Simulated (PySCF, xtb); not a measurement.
GeH7NOSi, SMILES N[SiH2][O][GeH3]. Other conformers were not sampled.

Harmonic wavenumbers (cm⁻¹) from GFN2-xTB (xtb) at its own minimum, in rising order: 12, 59, 63, 138, 194, 413, 505, 520, 572, 594, 649, 736, 748, 778, 800, 808, 823, 895, 942, 1526, 1934, 2006, 2029, 2256, 2266, 3472, 3505.

Q: What does PBE-D3(BJ)/def2-SVP run with PySCF give at its own minimum? (The exact figures need the calculation; the answer reports its results.)

A: 11, 54, 95, 229, 246, 426, 540, 545, 617, 629, 768, 817, 834, 838, 842, 883, 900, 920, 964, 1498, 2067, 2073, 2106, 2158, 2159, 3486, 3580. Paired by order, the mean absolute difference is 56 cm⁻¹ and the zero-point energies are 41.8 and 43.3 kcal/mol.
